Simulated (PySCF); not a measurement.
From one molecule to another.

First species: C8H9N.
SMILES with atom numbers: `[CH2:1]=[CH:2][C:3](=[CH2:4])[C:5](=[CH2:6])[CH2:7][C:8]#[N:9]` (hydrogens: H10, H11 on C1; H12 on C2; H13, H14 on C4; H15, H16 on C6; H17, H18 on C7)

Second species: C8H9N.
Structure used (GFN2-xTB), in Å, numbered top down from 1:
```
atom  x, y, z in Å
C1     1.7225   -1.9612   -1.9040
C2     1.0127   -1.0393   -1.2550
C3     0.8830   -1.0227    0.1763
C4     0.0813   -0.1924    0.8815
C5     0.1460   -0.2366    2.2926
N6     0.1935   -0.2721    3.4388
C7    -0.8736    0.7792    0.3169
C8    -1.7261    0.4351   -0.6412
C9    -0.8404    2.1472    0.9287
H10    2.2168   -2.7636   -1.3811
H11    1.8235   -1.9520   -2.9752
H12    0.5127   -0.2507   -1.8010
H13    1.5126   -1.7150    0.7229
H14   -1.7681   -0.5653   -1.0374
H15   -2.4321    1.1430   -1.0417
H16    0.1405    2.6009    0.7853
H17   -1.5947    2.7882    0.4801
H18   -1.0188    2.0835    2.0019
```

Levels: PBE0/def2-SVPD for dipole moment, HOMO energy, LUMO energy, HOMO–LUMO gap, static isotropic polarisability and electronic spatial extent ⟨r²⟩ about the centre of nuclear charge; TDDFT PBE0/def2-SVPD for lowest singlet excitation; TDA PBE0/def2-SVPD for lowest triplet excitation (Tamm–Dancoff); GFN2-xTB for rotational constant A and rotational constant C. Geometries: GFN2-xTB. Each species is one conformer at its optimised geometry, gas phase, non-relativistic unless stated; the electronic structure was computed with PySCF and density fitting.

Dipoles, sizes and rotational constants follow the conformer. The torsions of the flexible species, by atom-mapped SMILES:
- `[CH2:1]=[CH:2][C:3](=[CH2:4])[C:5](=[CH2:6])[CH2:7][C:8]#[N:9]`: C1–C2–C3–C4 173°, C2–C3–C5–C6 -64°, C3–C5–C7–C8 -70°
- `[CH2:1]=[CH:2]/[CH:3]=[C:4](/[C:5]#[N:6])[C:7](=[CH2:8])[CH3:9]`: C1–C2–C3–C4 -174°, C3–C4–C7–C8 48°

```
                                                         property    column X    column Y
                                                    dipole moment      4.33 D      3.66 D
                                                      HOMO energy    -7.02 eV    -6.92 eV
                                                      LUMO energy    -2.18 eV    -1.18 eV
                                                    HOMO–LUMO gap     4.84 eV     5.74 eV
                                        lowest singlet excitation     4.45 eV     5.20 eV
                         lowest triplet excitation (Tamm–Dancoff)     2.55 eV     3.08 eV
                                  static isotropic polarisability    109.7 au     98.0 au
electronic spatial extent ⟨r²⟩ about the centre of nuclear charge  1386 bohr²  1168 bohr²
                                            rotational constant A   2.212 GHz   1.961 GHz
                                            rotational constant C   0.850 GHz   1.234 GHz
```

Problem. Which column belongs to which species?

Solution. Column X is the second species and column Y the first. The first has 18 atoms and 64 electrons, the second 18 and 64.

Problem. How does each property change from the first species to the second?

Solution. dipole moment +0.67 D; HOMO energy -0.10 eV; LUMO energy -1.00 eV; HOMO–LUMO gap -0.90 eV; lowest singlet excitation -0.75 eV; lowest triplet excitation (Tamm–Dancoff) -0.53 eV; static isotropic polarisability +11.7 au; electronic spatial extent ⟨r²⟩ about the centre of nuclear charge +218 bohr²; rotational constant A +0.251 GHz; rotational constant C -0.384 GHz.

On the first: The vertical singlet–triplet gap S1 − T1 is 2.12 eV (TDDFT singlet less Tamm–Dancoff triplet; S1: HOMO→LUMO+1, weight 0.67; T1: HOMO→LUMO, weight 0.91). A dipole of 3.66 D is allowed in C1, and pure rotational transitions are dipole-allowed.

On the second: S1 lies 0.39 eV below the HOMO–LUMO gap; its leading configuration is HOMO→LUMO, weight 0.88. The principal polarisabilities are 70.0, 102.9 and 156.3 au; their mean is the isotropic value.
